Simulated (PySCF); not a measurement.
Start geometry of `C=C(CF)O[SiH3]` from GFN2-xTB (Å):
```
atom  x, y, z in Å
C1    -0.573   -1.973    0.427
C2    -0.270   -0.713    0.086
C3    -0.840    0.010   -1.121
F4    -1.670   -0.758   -1.815
O5     0.612   -0.003    0.812
Si6    1.256    1.497    0.755
H7    -0.157   -2.417    1.290
H8    -1.278   -2.504   -0.171
H9    -1.357    0.923   -0.779
H10   -0.013    0.285   -1.789
H11    1.994    1.684   -0.481
H12    2.113    1.423    1.942
H13    0.190    2.528    0.834
```

**Question.** What comes out of this run: PBE0-D3(BJ)/def2-SVP geometry optimisation, gas phase (PySCF 2.14.0)?

**Answer.** 
```
atom  x, y, z in Å
C1    -0.7028   -1.9542    0.4462
C2    -0.2862   -0.7387    0.0934
C3    -0.7340   -0.0394   -1.1588
F4    -1.5855   -0.8074   -1.8918
O5     0.5907   -0.0384    0.8522
Si6    1.2386    1.5010    0.7889
H7    -0.3463   -2.4195    1.3662
H8    -1.4032   -2.4853   -0.1964
H9    -1.2408    0.9087   -0.8934
H10    0.1479    0.2145   -1.7768
H11    1.9847    1.7153   -0.4882
H12    2.1635    1.5910    1.9471
H13    0.1655    2.5354    0.8960
```

The energy falls by 16.6 kJ/mol over 6 energy and gradient evaluations, the largest force component goes from 0.0281 to 3.8e-04 Eh/bohr, and the atoms move by 0.093 Å rms after alignment. The bond that changes most is Si6–H11 (oxygen-bound silicon to Si–H hydrogen), which lengthens by 0.043 Å. Bonds longer at the end by more than 0.005 Å: 9 of 12; shorter: 2. Among the angles that change most is O5–Si6–H12, from 99.0° to 105.5°. Rotational constants go from 5458, 1645, 1293 to 5454, 1618, 1277 MHz. The orientation of the end geometry is arbitrary; only internal coordinates are fixed.

The run used 123 basis functions and 40 SCF cycles in all. Hardware: one thread of an Arm Neoverse N1, no GPU, shared host with 64 logical CPUs at a one-minute load of 60. Cost: 57 s wall, 0.49 GiB resident at most.

Whether it is a minimum is left open (no frequencies). The numbers are those of one conformer.
